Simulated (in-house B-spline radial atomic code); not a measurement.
Checks on a self-consistent run for Lu VIII (Lu7+), [He] 2s1 2p6 3s2 3p6 3d10 4s2 4p6 4d10 4f13 5s2 5p4. Computed with a radial B-spline atomic code at the basis-set limit: Dirac-Hartree-Fock, average of configuration, Fermi nucleus of rms radius 5.37 fm.

| orbital | q | ε (Eh) | <1/r> | <r²> | small-component weight |
| --- | --- | --- | --- | --- | --- |
| 1s1/2 | 2 | -2355.36114 | 82.1847 | 0.000512093 | 0.071147 |
| 2s1/2 | 1 | -414.19195 | 19.9418 | 0.00784999 | 0.016091 |
| 2p1/2 | 2 | -394.64320 | 19.916 | 0.00559604 | 0.01617 |
| 2p3/2 | 4 | -353.00668 | 17.0261 | 0.00678574 | 0.014747 |
| 3s1/2 | 2 | -99.63439 | 7.42655 | 0.0504838 | 0.0054073 |
| 3p1/2 | 2 | -91.52304 | 7.29898 | 0.0464225 | 0.0052849 |
| 3p3/2 | 4 | -82.36426 | 6.55464 | 0.0528755 | 0.0048831 |
| 3d3/2 | 4 | -68.55755 | 6.44667 | 0.0410071 | 0.004766 |
| 3d5/2 | 6 | -66.52933 | 6.26502 | 0.0427977 | 0.0046499 |
| 4s1/2 | 2 | -24.26782 | 3.084 | 0.252058 | 0.0017254 |
| 4p1/2 | 2 | -20.80551 | 2.96889 | 0.261143 | 0.0016297 |
| 4p3/2 | 4 | -18.68202 | 2.724 | 0.29461 | 0.0014902 |
| 4d3/2 | 4 | -12.88711 | 2.51661 | 0.321911 | 0.0013104 |
| 4d5/2 | 6 | -12.48000 | 2.4532 | 0.335114 | 0.0012681 |
| 4f5/2 | 5.5714 | -5.10956 | 2.02973 | 0.463081 | 0.00091104 |
| 4f7/2 | 7.4286 | -5.03644 | 2.00337 | 0.475367 | 0.00089281 |
| 5s1/2 | 2 | -6.33544 | 1.21314 | 1.35233 | 0.00039224 |
| 5p1/2 | 1.3333 | -5.23624 | 1.11855 | 1.56292 | 0.00034288 |
| 5p3/2 | 2.6667 | -4.88799 | 1.04193 | 1.74959 | 0.00031001 |

Electron-electron repulsion V_ee = 5056.9083 hartree.

What total energy follows from the eigenvalues?

The eigenvalues count the repulsion twice, so E = Σqε - V_ee = -9101.277 - 5056.908 = -14158.185 hartree; the run printed -14158.185.

Does the Dirac virial theorem hold?

For a point nucleus E = -2c²Σq·w, with w the small-component weight. Here Σq·w = 0.37689 and c = 137.0360, so the ratio E/(-2c²Σq·w) is 1.000213; the finite nucleus accounts for the departure from 1.

What diamagnetic shielding (Lamb formula) and susceptibility (Langevin formula) do the radii give?

σ = (α²/3)Σq<1/r> = 491.968/(3·137.036²) = 8732.7 ppm, and χ = -0.79199×10⁻⁶·Σq<r²> = -17.38×10⁻⁶ cm³/mol with Σq<r²> = 21.942 bohr². Both are non-relativistic formulas without the paramagnetism of open shells; for so heavy an element the full relativistic shielding is larger by tens of per cent.
